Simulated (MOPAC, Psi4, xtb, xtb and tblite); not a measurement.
Torsional profile of SMILES O(C[SiH2]C#N)C (C₃H₇NOSi). Scanned: dihedral O2–C3–Si4–C5; all other coordinates were relaxed at GFN2-xTB. Points at φ and −φ are mirror images. Heavy atoms are numbered in the order of the SMILES COC[SiH2]C#N, hydrogens after them in the order of the atoms that carry them; the mirror image has the same energies with the sign of each dihedral reversed.

PM6, restricted, heats of formation // GFN2-xTB (MOPAC); GFN1-xTB // GFN2-xTB (xtb); GFN2-xTB (xtb and tblite); MP2/cc-pVTZ = DF-MP2 (frozen core)/cc-pVTZ // GFN2-xTB (Psi4).

Energies relative to the lowest point of each profile, in kJ/mol; the last columns give the difference from MP2:

| φ / ° | PM6 | GFN1-xTB | GFN2-xTB | MP2/cc-pVTZ | PM6 − MP2/cc-pVTZ | GFN1-xTB − MP2/cc-pVTZ | GFN2-xTB − MP2/cc-pVTZ |
|---|---|---|---|---|---|---|---|
| -150 | 1.3 | 3.8 | 2.3 | 4.3 | -3.0 | -0.4 | -1.9 |
| -120 | 2.7 | 6.6 | 4.9 | 8.8 | -6.0 | -2.2 | -3.8 |
| -90 | 2.6 | 2.8 | 3.6 | 4.8 | -2.3 | -2.0 | -1.2 |
| -60 | 3.4 | 0.0 | 3.1 | 1.3 | 2.1 | -1.3 | 1.7 |
| -30 | 5.4 | 5.2 | 6.9 | 7.0 | -1.6 | -1.8 | -0.1 |
| 0 | 6.6 | 9.5 | 9.9 | 12.4 | -5.8 | -2.9 | -2.5 |
| 30 | 5.4 | 5.2 | 6.9 | 7.0 | -1.6 | -1.8 | -0.1 |
| 60 | 3.4 | 0.0 | 3.1 | 1.3 | 2.1 | -1.3 | 1.7 |
| 90 | 2.6 | 2.8 | 3.6 | 4.8 | -2.3 | -2.0 | -1.2 |
| 120 | 2.7 | 6.6 | 4.9 | 8.8 | -6.0 | -2.2 | -3.8 |
| 150 | 1.3 | 3.8 | 2.3 | 4.3 | -3.0 | -0.4 | -1.9 |
| 180 | 0.0 | 1.0 | 0.0 | 0.0 | 0.0 | 1.0 | 0.0 |

PM6 is furthest from MP2/cc-pVTZ at -120 (-6.0 kJ/mol, below); its mean absolute difference over the points is 3.0 kJ/mol.

GFN1-xTB is furthest from MP2/cc-pVTZ at 0 (-2.9 kJ/mol, below); its mean absolute difference over the points is 1.6 kJ/mol.

GFN2-xTB is furthest from MP2/cc-pVTZ at -120 (-3.8 kJ/mol, below); its mean absolute difference over the points is 1.7 kJ/mol.
